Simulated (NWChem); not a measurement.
Correlation energy of BF

```
B
F 1 1.2635
```
Charge 0, spin multiplicity 1.

Program: NWChem. All single points use one geometry, from B3LYP/def2-SVP, a minimum by its harmonic frequencies.

Basis set: def2-SVP. Each correlation energy counts from its own Hartree-Fock reference.

The correlated methods keep 2 core orbitals frozen. The structure started from a generated list of species. Coupled-cluster values serve here as a point of comparison, not as the truth.

```tsv
method	correlation energy (mHa)
CCSD	?
CCSDT	?
SCS-MP2	?
MP2	-246.8
CR-CCSD(T)	?
CCSD+T(CCSD)	-269.4
CCSD(T)	-268.3
CR-CCSD[T]	-268.2
```

Problem. Some entries are withheld; supply them.

Solution. 
- CCSD, correlation energy (mHa): -262.5
- CCSDT, correlation energy (mHa): -268.7
- SCS-MP2, correlation energy (mHa): -241.2
- CR-CCSD(T), correlation energy (mHa): -267.4
